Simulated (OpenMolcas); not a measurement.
**Co4+: input and output**

Input:

```
&GATEWAY
Coord
1

Co 0.0 0.0 0.0
Basis=ANO-R3
Group=XYZ
NoMove
AngMom=0.0 0.0 0.0
AMFI
&SEWARD
&RASSCF
FileOrb=start.orb
Symmetry=1
Spin=6
nActEl=5 0 0
Inactive=3 6
Ras2=5 0
CIRoot=1 1 1
SDav=1
CIMx=300
Iter=120 100
PrWF=0.3
OrbListing=Nothing
MaxOrb=0
Atom
>>> COPY $Project.JobIph JOB001
&RASSCF
FileOrb=start.orb
Symmetry=1
Spin=4
nActEl=5 0 0
Inactive=3 6
Ras2=5 0
CIRoot=24 24 1
SDav=24
CIMx=300
Iter=120 100
PrWF=0.3
OrbListing=Nothing
MaxOrb=0
Atom
>>> COPY $Project.JobIph JOB002
&RASSCF
FileOrb=start.orb
Symmetry=1
Spin=2
nActEl=5 0 0
Inactive=3 6
Ras2=5 0
CIRoot=75 75 1
SDav=75
CIMx=300
Iter=120 100
PrWF=0.3
OrbListing=Nothing
MaxOrb=0
Atom
>>> COPY $Project.JobIph JOB003
&RASSI
NrOfJobIphs=3 1 24 75
1
1 2 3 4 5 6 7 8 9 10 11 12 13 14 15 16 17 18 19 20 21 22 23 24
1 2 3 4 5 6 7 8 9 10 11 12 13 14 15 16 17 18 19 20 21 22 23 24 25 26 27
28 29 30 31 32 33 34 35 36 37 38 39 40 41 42 43 44 45 46 47 48 49 50 51
52 53 54 55 56 57 58 59 60 61 62 63 64 65 66 67 68 69 70 71 72 73 74 75
IphNames
JOB001
JOB002
JOB003
EJob
SpinOrbit
DIPRint=1.0
SOCoupling=1000.0
Subsets=2
MEES
Property=10
'ANGMOM' 1 'ANGMOM' 2 'ANGMOM' 3 'MLTPL  1' 1 'MLTPL  1' 2 'MLTPL  1' 3
'AMFI' 1 'AMFI' 2 'AMFI' 3 'MLTPL  2' 6
SOProperty=3
'ANGMOM' 1 'ANGMOM' 2 'ANGMOM' 3
```

A driver script runs the steps one by one and writes start.orb anew before each from the orbitals found so far.

Output, cut to the results:

```
--- SEWARD ---
Basis set label: CO.ANO-R...8S5P5D3F2G1H.

      Electronic valence basis set:
      ------------------
      Associated Effective Charge  27.000000 au
      Associated Actual Charge     27.000000 au
      Nuclear Model: Finite nucleus - Gaussian distribution
        Gaussian exponent, Xi/bohr**(-2):  2.87167E+08

      Shell  nPrim  nBasis  Cartesian Spherical Contaminant
         s      20       8        X
         p      12       5        X
         d       9       5                 X
         f       5       3                 X
         g       4       2                 X
         h       3       1                 X
                  Relativistic X2C integrals
                  Atomic mean-field integrals
--- RASSCF ---
Wave function specifications:
      -----------------------------

      Number of closed shell electrons          18
      Number of electrons in active shells       5
      Max number of holes in RAS1 space          0
      Max nr of electrons in RAS3 space          0
      Number of inactive orbitals                9
      Number of active orbitals                  5
      Number of secondary orbitals              84
      Spin quantum number                      2.5
      State symmetry                             1
Orbital specifications:
      -----------------------

      Symmetry species                           1   2
                                                ag  au
      Frozen orbitals                            0   0
      Inactive orbitals                          3   6
      Active orbitals                            5   0
      RAS1 orbitals                              0   0
      RAS2 orbitals                              5   0
      RAS3 orbitals                              0   0
      Secondary orbitals                        43  41
      Deleted orbitals                           0   0
      Number of basis functions                 51  47
      Number of CSFs                             1
      Number of root(s) required                 1
      Iter CI   SX   CI       RASSCF       Energy    max ROT     max BLB   max BLB  Level Ln srch  Step   QN
          iter iter root      energy       change     param      element    value   shift minimum  type update
 Nr of preliminary CI iterations:   1
      Total energies have been shifted. Add                -1000.00 au
        1   1   10    1  -387.45177363    0.00E+00  -2.01E-01*   5   8 2  6.75E-01*  0.00   0.00    SX    NO
        2   1   11    1  -388.06632332   -6.15E-01* -3.17E-02    4  10 2  3.26E-01*  0.00   0.00    SX    NO
        3   1   10    1  -388.11237213   -4.60E-02* -2.58E-02    5  11 2 -1.02E-01*  0.00   0.00    SX    NO
        4   1   10    1  -388.12056070   -8.19E-03*  1.47E-02    4  10 2  6.09E-02*  0.00   0.00    SX    NO
        5   1   10    1  -388.12278069   -2.22E-03*  5.34E-03    4  10 2 -3.19E-02*  0.00   0.65    QN   YES
        6   1    8    1  -388.12375108   -9.70E-04* -1.83E-04    5  11 2 -8.06E-04*  0.00   1.03    QN   YES
        7   1    7    1  -388.12375205   -9.69E-07* -6.39E-06    3  12 1  3.71E-05   0.00   1.00    QN   YES
        8   1    6    1  -388.12375205   -1.33E-09   1.51E-06    3  12 1  6.59E-06   0.00   0.96    QN   YES
      Convergence after  8 iterations
        9   1    6    1  -388.12375205   -4.84E-11   1.51E-06    2  12 1 -2.57E-07   0.00   0.96    QN   YES
      Natural orbitals and occupation numbers for root  1
      sym 1:   1.000000   1.000000   1.000000   1.000000   1.000000
::    RASSCF root number  1 Total energy:  -1388.12375205
--- RASSCF ---
Wave function specifications:
      -----------------------------

      Number of closed shell electrons          18
      Number of electrons in active shells       5
      Max number of holes in RAS1 space          0
      Max nr of electrons in RAS3 space          0
      Number of inactive orbitals                9
      Number of active orbitals                  5
      Number of secondary orbitals              84
      Spin quantum number                      1.5
      State symmetry                             1
Orbital specifications:
      -----------------------

      Symmetry species                           1   2
                                                ag  au
      Frozen orbitals                            0   0
      Inactive orbitals                          3   6
      Active orbitals                            5   0
      RAS1 orbitals                              0   0
...
--- RASSI ---
SPIN-FREE ENERGIES:
  (Shifted by EMIN (a.u.) =      -1388.1237520468)

 SF State       Relative EMIN(au)   Rel lowest level(eV)    D:o, cm**(-1)      L_eff

     1             0.0000000000        0.0000000000              0.0000         0.0
     2             0.1936512345        5.2695185381          42501.5333         4.0
     3             0.1936512345        5.2695185381          42501.5333         4.0
     4             0.1936512345        5.2695185381          42501.5333         4.0
     5             0.1936512345        5.2695185381          42501.5333         4.0
     6             0.1936512345        5.2695185381          42501.5333         4.0
     7             0.1936512345        5.2695185381          42501.5333         4.0
     8             0.1936512345        5.2695185381          42501.5333         4.0
     9             0.1936512345        5.2695185381          42501.5333         4.0
    10             0.1936512345        5.2695185381          42501.5333         4.0
    11             0.2237949896        6.0897719018          49117.3228         1.0
    12             0.2237949896        6.0897719018          49117.3228         1.0
    13             0.2237949896        6.0897719018          49117.3228         1.0
    14             0.2403923770        6.5414098214          52760.0283         2.0
    15             0.2403923770        6.5414098214          52760.0283         2.0
    16             0.2403923770        6.5414098214          52760.0283         2.0
    17             0.2403923770        6.5414098214          52760.0283         2.0
    18             0.2403923770        6.5414098214          52760.0283         2.0
    26             0.2758586273        7.5064956580          60543.9705         6.0
    27             0.2758586273        7.5064956580          60543.9705         6.0
    28             0.2758586273        7.5064956580          60543.9705         6.0
...
```

Levels above the lowest, from the spin-orbit matrix, grouped by J:

```csv
Configuration,Term,J,E (cm-1),Measured (cm-1),Term weight %,Second
3d5,6S,5/2,0.0,0.0,100,
3d5,4G,5/2,42453,,100,
3d5,4G,7/2,42495,,100,
3d5,4G,11/2,42506,37218,100,
3d5,4G,9/2,42519,,100,
3d5,4P,5/2,48810,40753,93,7 4D
3d5,4P,3/2,48928,40891,95,5 4D
3d5,4P,1/2,49069,41024,98,
3d5,4D,7/2,52736,44709,100,
3d5,4D,1/2,52871,44908,98,
3d5,4D,3/2,52980,,95,5 4P
3d5,4D,5/2,53007,,93,6 4P
3d5,2I,11/2,60488,,99,
3d5,2I,13/2,60589,,100,
3d5,2D(1),5/2,67746,57083,66,31 2F(1)
3d5,2D(1),3/2,68609,57823,91,9 4F
3d5,2F(1),7/2,70056,59455,97,
3d5,4F,5/2,70929,,57,35 2F(1)
3d5,4F,9/2,71011,60830,97,3 2G(1)
3d5,4F,7/2,71108,60974,97,
3d5,4F,3/2,71402,,91,9 2D(1)
3d5,4F,5/2,71548,,41,34 2F(1)
3d5,2H,9/2,74180,64742,90,9 2G(1)
3d5,2H,11/2,74573,65284,99,
```

Against the 13 measured excited levels shown (Sugar and Corliss, J. Phys. Chem. Ref. Data 10, 1097 (1981)) the mean absolute deviation is 9000 cm-1; the largest miss in energy is 3d5 2D 3/2(1): computed 68609, measured 57823 cm-1 (+18.7 %).

Without dynamic correlation excited terms often stand tens of per cent too high (terms of higher spin than the ground term too low), and those without a measured partner can miss by more than the paired ones. Measured partners are found by configuration, term and J. A level has none where our copy of the source lacks it or the pairing is in doubt (some pairs that miss far off the trend of their configuration count as doubtful), and it then counts in no deviation. Only configurations of the active space appear. The table shows the lowest 24 of 37 levels.

The term weight is that of the spin-free term in the level, not the purity of its configuration. A number in round brackets counts repeated terms of one configuration in the order of the reference energies.
